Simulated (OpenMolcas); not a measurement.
## I5+: from CASSCF to CASPT2

```yaml
Program: OpenMolcas
Basis: ANO-R2 [7s6p4d2f1g]
Scalar_Hamiltonian: X2C, finite nucleus
Active_space: 2 electrons in 4 orbitals (5s 5p)
State_averaging: 2S+1 = 3 even, 3 roots; 2S+1 = 1 even, 7 roots; 2S+1 = 3 odd, 3 roots; 2S+1 = 1 odd, 3 roots
Spin-orbit_coupling: state interaction with AMFI integrals over the reference wave functions, term energies averaged over their components
```

Methods on the same reference wave functions:
A. CASSCF
B. SS-CASPT2, IPEA 0.25 Eh, imaginary shift 0.1 Eh (closed shells correlated: 4d)
C. MS-CASPT2, IPEA 0.25 Eh, imaginary shift 0.1 Eh (closed shells correlated: 4d)
D. XMS-CASPT2, IPEA 0.25 Eh, imaginary shift 0.1 Eh (closed shells correlated: 4d)

Energies in cm-1 above 5s2 1S0, the measured ground level; measured values from the list in Rauch et al., Astron. Astrophys. 606, A105 (2017).

| Level | A | B | C | D | Measured |
| --- | --- | --- | --- | --- | --- |
| 5s2 1S0 | 0.0 | 0.0 | 0.0 | 0.0 | 0.0 |
| 5s 5p 3P* 0 | 81023 | 85580 | 86190 | 87250 | 85666 |
| 5s 5p 3P* 1 | 84564 | 88850 | 89460 | 90500 | 89262 |
| 5s 5p 3P* 2 | 93425 | 97980 | 98590 | 99650 | 99685 |
| 5s 5p 1P* 1 | 135931 | 124550 | 125160 | 125530 | 127424 |
| 5p2 3P0 | 198798 | 199750 | 200350 | 201320 | 200085 |
| 5p2 3P1 | 205316 | 206970 | 207580 | 208560 | 208474 |
| 5p2 1S0 | 250693 | 241610 | 242830 | 243540 | 245658 |

Deviations, from unrounded energies. A percentage is the sum of absolute deviations over the sum of measured energies, with the sign that they share, or ± where signs differ.

| Against measurement | Levels | A | B | C | D |
| --- | --- | --- | --- | --- | --- |
| mean absolute deviation (cm-1) | 7 | 4800 | 1600 | 1200 | 1200 |
| other configurations (%) | 7 | ±3.2 | -1.0 | ±0.8 | ±0.8 |

C, D lie about equally close to measurement and A furthest from it. The largest miss of C in the table is 5p2 1S0, by -2800 cm-1. The ranking rests on the paired levels alone, and a cruder setting can come out closer through cancelling errors.

Among B to D the level of the table that moves most is 5p2 1S0, by 1900 cm-1 (lowest in B, highest in D). Moves below CASPT2's spread within the term are not significant.

The lowest spin-free term lies below A's lowest term by 0.431 hartree in B, 0.433 hartree in C, 0.440 hartree in D.

CASPT2 breaks the degeneracy within a term, and the mean is taken; among the terms shown or strongly mixed into the levels shown the widest spread is 28 cm-1 (5s 5p 1P*, D). Over all roots computed the reference weight is 0.90 to 0.95 in B, 0.90 to 0.95 in C, 0.82 to 0.95 in D; the roots of lowest weight are the least certain, and an intruder state may touch them. The ¹D term of p² mixes with s d, which this space lacks. Computed and measured levels are paired by configuration, term and J; levels that our copy of the source lacks, or whose pairing is in doubt (as where it misses far off the trend of its configuration), stay unpaired and out of the deviations. Only configurations of the active space appear. Levels that lie high or do not pair safely by name in every column are left out.

* marks odd parity.
